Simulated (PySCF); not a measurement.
Mo(OMe)(H)5 (CH8MoO), SMILES C[O][MoH5], multiplicity 1. Geometry optimised at PBE-D3(BJ)/def2-SVP. The multiplicity is an assumed one; no other spin state was optimised. The structure was generated by enumeration; whether it is a known compound was not checked. The def2 effective core potentials stand for the cores of Mo; spin–orbit coupling is left out.

Computed equilibrium geometry at PBE-D3(BJ)/def2-SVP (PySCF confirms it by a frequency run) as Cartesian coordinates in Å, and its point group:
point group Cs.
```xyz
11

Mo    -0.0673     0.6501     0.0000
O     -0.4220    -1.1830     0.0000
C      0.1957    -2.4481     0.0000
H     -0.5939    -3.2300     0.0000
H      0.8253    -2.5799    -0.9056
H      0.8253    -2.5799     0.9056
H      1.2013     1.7387     0.0000
H      0.0794     1.4673     1.4837
H      0.0794     1.4673    -1.4837
H      1.3060     0.2819     0.8129
H      1.3060     0.2819    -0.8129
```
